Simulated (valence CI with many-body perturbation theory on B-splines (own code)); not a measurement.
Values are calculated unless marked as measured or tabulated.
**Ladder of approximations for Zr XXXVI**

Level of theory: configuration interaction combined with many-body perturbation theory (CI+MBPT): three valence electrons over a frozen Dirac-Fock core [He], a basis of 11 s, 11 p, 9 d, 7 f, 5 g, 2 h, 1 i functions for each j, with the one-electron correlation potential Σ1, the two-electron term Σ2, the three-electron term Σ3, Breit, model QED; selected CI, second order for the rest (own B-spline code, finite nucleus).

The last digits are not significant, and no measured levels were compared; by estimate large intervals hold to a few tenths of a per cent, small ones and those within an open d or f shell to about a per cent.

Each rung adds one term. CI alone is the Dirac-Coulomb CI over the frozen core; QED comes last and gives the full result, which names the levels. Energies are above (2s^2 2p1/2) J=1/2 on the same rung, in eV.

Levels are named by their leading jj configuration (3d3/2^4 stands for four electrons in 3d with j = 3/2), which in mixed levels can hold well under half, so a name can repeat and another be missing. Letters in brackets count levels of one name in rising energy.

| Level | CI alone | + Σ1 | + Σ2 | + Σ3 | + Breit | Full |
| --- | --- | --- | --- | --- | --- | --- |
| (2s^2 2p3/2) J=3/2 | 98.6 | 98.6 | 98.6 | 98.6 | 96.5 | 96.6 |
| (2s 2p1/2^2) J=1/2 | 102.9 | 102.7 | 102.6 | 102.6 | 104.8 | 102.7 |
| (2s 2p1/2 2p3/2) J=3/2 [a] | 172.9 | 172.7 | 172.7 | 172.7 | 173.0 | 171.1 |
| (2s 2p1/2 2p3/2) J=5/2 | 195.9 | 195.7 | 195.7 | 195.7 | 194.3 | 192.4 |
| (2s 2p1/2 2p3/2) J=3/2 [b] | 232.3 | 232.1 | 232.0 | 231.9 | 231.4 | 229.5 |
| (2s 2p1/2 2p3/2) J=1/2 | 237.8 | 237.7 | 237.4 | 237.4 | 238.0 | 236.0 |
| (2s 2p3/2^2) J=5/2 | 291.5 | 291.4 | 291.4 | 291.3 | 288.9 | 287.2 |
| (2s 2p3/2^2) J=1/2 | 341.4 | 341.3 | 341.2 | 341.1 | 340.0 | 338.3 |
| (2s 2p3/2^2) J=3/2 | 344.0 | 343.8 | 343.5 | 343.5 | 341.3 | 339.6 |
| (2p1/2^2 2p3/2) J=3/2 | 349.9 | 349.5 | 349.2 | 349.1 | 351.1 | 347.1 |
| (2p1/2 2p3/2^2) J=3/2 | 429.0 | 428.7 | 428.4 | 428.3 | 428.6 | 424.8 |
| (2p1/2 2p3/2^2) J=5/2 | 445.0 | 444.6 | 444.4 | 444.3 | 443.0 | 439.2 |
| (2p1/2 2p3/2^2) J=1/2 | 470.6 | 470.3 | 470.0 | 470.0 | 470.7 | 466.9 |
| (2p3/2^3) J=3/2 | 552.6 | 552.4 | 552.1 | 552.0 | 550.2 | 546.6 |
| (2s^2 3s) J=1/2 | 2658.2 | 2658.5 | 2658.4 | 2658.4 | 2654.8 | 2655.4 |
| (2s^2 3p1/2) J=1/2 | 2696.4 | 2696.7 | 2696.6 | 2696.6 | 2693.6 | 2693.6 |
| (2s^2 3p3/2) J=3/2 | 2723.7 | 2724.0 | 2724.0 | 2723.9 | 2720.4 | 2720.4 |
| (2s 2p1/2 3s) J=1/2 [a] | 2733.1 | 2733.2 | 2733.2 | 2733.1 | 2731.7 | 2730.3 |
| (2s 2p1/2 3s) J=3/2 | 2747.5 | 2747.7 | 2747.6 | 2747.5 | 2745.3 | 2744.0 |

How does the ionisation energy move along the ladder, and which term matters most?

CI alone 4749.4, + Σ1 4749.8, + Σ2 4749.7, + Σ3 4749.7, + Breit 4745.4, + QED 4745.5 eV. The largest step is Breit, -4.2 eV. NIST lists 4744 ± 3 eV (semi-empirical).
